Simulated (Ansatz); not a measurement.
Computed with Ansatz on PBE0-D4/def2-TZVP structures; ΔE is electronic, products minus reactants. CCSD(T)/CBS is the MP2 limit (def2-TZVPP, def2-QZVPP) plus CCSD(T) − MP2 in def2-TZVPP, frozen cores. DFT in def2-TZVPP. Each species was taken in one conformer, which may not be the lowest.

Reaction (formal exchange of groups at a C–N bond): `BN(C=C)CC` + `FB[SiH3]` → `C=C[SiH2]BF` + `BNCC`

`BN(C=C)CC`:

Z-matrix (Å, degrees):
```
C
C 1 1.518
N 1 1.458 2 112.9
H 1 1.094 2 110.8 3 -122.2
H 1 1.090 2 109.9 3 119.7
H 2 1.092 1 110.2 3 177.6
H 2 1.092 1 110.3 3 -62.9
H 2 1.091 1 111.7 3 57.3
C 3 1.396 1 117.7 2 -79.3
B 3 1.399 1 121.5 2 100.0
C 9 1.330 3 127.4 1 -1.9
H 9 1.084 3 112.5 1 178.6
H 10 1.196 3 118.8 1 1.6
H 10 1.195 3 118.8 1 -178.5
H 11 1.081 9 119.1 3 -178.9
H 11 1.082 9 123.7 3 1.1
```

`FB[SiH3]`:

Z-matrix (Å, degrees):
```
Si
B 1 2.035
H 1 1.487 2 113.6
H 1 1.490 2 109.0 3 -121.9
H 1 1.491 2 108.5 3 121.3
F 2 1.321 1 121.0 3 -4.0
H 2 1.203 1 122.9 3 176.3
```

`C=C[SiH2]BF`:

Z-matrix (Å, degrees):
```
Si
C 1 1.863
B 1 2.035 2 115.9
H 1 1.494 2 110.1 3 122.1
H 1 1.494 2 110.1 3 -122.0
C 2 1.331 1 124.3 3 0.6
H 2 1.090 1 117.9 3 -179.4
F 3 1.324 1 122.5 2 -0.6
H 3 1.204 1 121.8 2 179.5
H 6 1.087 2 121.8 1 180.0
H 6 1.085 2 122.2 1 -0.0
```

`BNCC`:

Cartesian coordinates in Å:
```
B 0.252 -1.969 0.307
N 0.599 -0.631 0.343
C 0.203 0.400 -0.594
C -0.634 1.488 0.053
H 0.653 -2.694 1.172
H -0.440 -2.365 -0.588
H 1.174 -0.290 1.098
H -0.360 -0.087 -1.393
H 1.093 0.844 -1.055
H -0.084 1.980 0.861
H -0.905 2.254 -0.678
H -1.551 1.071 0.474
```

Question: Is it downhill or uphill in electronic energy at CCSD(T)/CBS, and by how much? (Estimate.)

Answer: Computed: Downhill: ΔE = -30.1 kJ/mol.

Question: What do these levels give: r2SCAN-D4, B2PLYP, BLYP, LC-ωPBE, HF/def2-SVP, MP2/def2-SVP, CCSD/def2-SVP, MP2/def2-TZVPP, SCS-MP2/def2-TZVPP, CCSD(T)/def2-TZVPP, MP2/def2-QZVPP, MP2/CBS(def2)? (Best estimate.)

Answer: The calculation gave: r2SCAN-D4 -25.4, B2PLYP -30.1, BLYP -32.6, LC-ωPBE -31.3, HF/def2-SVP -31.6, MP2/def2-SVP -18.6, CCSD/def2-SVP -22.4, MP2/def2-TZVPP -25.3, SCS-MP2/def2-TZVPP -27.9, CCSD(T)/def2-TZVPP -27.7, MP2/def2-QZVPP -26.6, MP2/CBS(def2) -27.7 kJ/mol.

Largest T1 diagnostic among the species: 0.014.

Leaving LDA and LC-ωPBE aside and taking each functional with its dispersion term where it has one, the values, not all of them listed here, spread over 9.2 kJ/mol, from ωB97M-V to revPBE-D4. LDA lies +16.9 kJ/mol from PBE without D4. The D4 term adds +5.4 kJ/mol with B3LYP and +3.0 kJ/mol with PBE0; it sums over pairs of atoms, weighted by their polarisabilities, and B3LYP, whose exchange is more repulsive, gets the larger term. In def2-TZVPP, CCSD(T) changes the Hartree–Fock value by +9.7 kJ/mol (the triples alone add +2.5 kJ/mol) and MP2 by +12.1 kJ/mol.

B3LYP here is the variant with VWN-RPA as its local correlation; programs differ in this.
